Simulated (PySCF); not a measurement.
**Pd: electron affinity**

Pd⁻ [Kr] 4d10 5s1 [5s1/2^1, M_J = 1/2] → Pd [Kr] 4d10, as a difference of total energies. All numbers are calculated (PySCF 2.14, the two-component X2C-1e Hamiltonian, in x2c-TZVPall-2c with one added diffuse shell each of s, p, d type (9s10p8d1f, 86 functions)). Correlated levels: [Ar] 3d10 frozen; the 6 highest virtual spinors dropped. "Screened" scales the spin-orbit matrix elements by Boettger's factors to mimic the two-electron term; Breit and QED terms are absent.

| method | electron affinity (eV) | error (eV) |
| --- | --- | --- |
| GHF (spin-free) | -0.304 | -0.866 |
| GMP2 (spin-free) | 0.149 | -0.413 |
| GHF (screened spin-orbit) | -0.302 | -0.864 |
| GMP2 (screened spin-orbit) | 0.152 | -0.410 |

Reference: 0.562 eV (measured; photodetachment measurements, as compiled on the Wikipedia data page of electron affinities).

Errors of the correlated levels include the incompleteness of this basis and the frozen core.

A negative affinity means that the anion lies above the atom at that level of theory.
